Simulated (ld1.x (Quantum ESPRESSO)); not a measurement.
**nitrogen (N): excitation energies, all-electron against ultrasoft**

nitrogen, ultrasoft, made with ld1.x (Quantum ESPRESSO) 7.5 (PBE, non-relativistic). Core [He], reference 2s2 2p1 (charge +2). Waves: 2s (bound): rcut 0.90, rcutus 1.20 bohr; 2s channel at -3.25 Ry: rcut 0.90, rcutus 1.20 bohr; 2p (bound): rcut 1.95, rcutus 2.50 bohr; 2p channel at 1.9 Ry: rcut 1.95, rcutus 2.50 bohr; 3d channel at 0.5 Ry: rcut 1.70, rcutus 2.05 bohr. Local part: all-electron potential smoothed inside 1.00 bohr (lloc = -1). Core correction: Bessel-smoothed model core inside 0.90 bohr. Augmentation charge: PSQ, radius 0.70 bohr.

Energies are relative to the spin-unpolarised reference configuration 2s2 2p1; without spin polarisation the order of configurations can differ from experiment. Not all tests gave a result: test run stopped at test 5 of 7 (negative rho).

| valence configuration | charge | ΔE all-electron (eV) | error AE − PS (meV) |
| --- | --- | --- | --- |
| 2s2 2p2 | +1 | -28.859 | +29 |
| 2s2 2p0 | +3 | 47.085 | +83 |
| 2s1 2p0 | +4 | 124.854 | +195 |

Problem. What are ΔE and the potential's error for 2s2 2p3?

Solution. ΔE = -42.456 eV all-electron; the error (AE − PS) is +84 meV.

Levels in the configuration 2s1 2p0:

```csv
level,all-electron (eV),pseudo (eV)
2s,-87.515,-87.331
```
